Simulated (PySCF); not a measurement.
# One molecule, several mistakes: B2ClH2O cation

These are calculations, not measurements. The program is PySCF 2.14.0, an open-source quantum chemistry code, run on an isolated molecule that a program drew, which may never have been made. The molecule is B2ClH2O cation (charge +1, singlet), drawn as the SMILES string `BO[B+]Cl`.

Each row is a Hartree-Fock (HF) and frozen-core CCSD(T) single point in the cc-pV(D+d)Z basis, meant for a local HF minimum. Run 1 is clean. Each other run has one planted mistake out of seven kinds, and not every kind appears here: one electron removed, one electron added, multiplicity raised by two, geometry at a saddle point, minimal basis STO-3G, one bond length entered in bohr, all coordinates scaled. The reference is restricted for singlets and unrestricted otherwise, and also for a bond in bohr. Adding or removing an electron swaps singlet and doublet. Electrons count all cores. HOMO and LUMO are orbital energies over both spins, the gradient is its largest component, and the lowest frequency (negative if imaginary) is given only where the gradient is small. Bond lengths are over the 5 bonds as drawn. T1 is the CCSD diagnostic: over 0.02 (restricted) or 0.045 (unrestricted) a single reference is doubtful.

Geometry of the clean run:
```xyz
6
B2ClH2O cation, angstrom
B    -1.7364   -2.3371    1.0854
O    -1.7629   -1.4174    2.2088
B    -1.7857   -0.6412    3.1571
Cl   -1.8157    0.3939    4.4217
H    -0.7484   -2.9775    0.9982
H    -2.7064   -2.3187    0.4126
```

| run | electrons | basis functions | <S^2> | HOMO (eV) | LUMO (eV) | gradient (hartree/bohr) | lowest frequency (cm^-1) | mean bond (Å) | longest bond (Å) | T1 | HF (hartree) | CCSD(T) (hartree) | mistake |
|---|---|---|---|---|---|---|---|---|---|---|---|---|---|
| 1 | 36 | 75 | 0.000 | -18.90 | -3.57 | 1.1e-05 | 68 | 1.3347 | 1.634 | 0.0148 | -584.72979 | -585.23165 | no fault |
| 2 | 35 | 75 | 0.778 | -24.42 | -16.78 | 1.3e-01 | - | 1.3347 | 1.634 | 0.0443 | -584.07370 | -584.56625 | one electron removed |
| 3 | 36 | 75 | 0.000 | -17.51 | -5.77 | 4.9e-02 | - | 1.5931 | 2.744 | 0.0172 | -584.62528 | -585.12565 | ? |
| 4 | 36 | 75 | 0.000 | -18.59 | -3.80 | 6.3e-02 | - | 1.4308 | 1.752 | 0.0179 | -584.69935 | -585.21230 | ? |

**Which mistake was planted in run 3, and what did it cost?**

The mean bond changes by a factor of 1.194 and the longest by 1.679, so the molecule wasn't scaled as a whole. A length L in bohr read as angstrom grows by (1/0.5292 - 1) L = 0.890 L. The 5 bonds together grew by 5 x 0.2584 = 1.292 Å, which gives L = 1.452 Å. That is bond B1-O2, 1.452 Å in the clean geometry. So the mistake is: one bond length entered in bohr. Subtracting run 1 and multiplying by 627.51 kcal/mol a hartree, the energy moved by 65.6 kcal/mol in HF and 66.5 kcal/mol in CCSD(T).

**Which mistake was planted in run 4, and what did it cost?**

The mean and the longest bond both change by the same factor, 1.072, and the gradient is no longer small. So the mistake is: all coordinates scaled. Subtracting run 1 and multiplying by 627.51 kcal/mol a hartree, the energy moved by 19.1 kcal/mol in HF and 12.1 kcal/mol in CCSD(T).

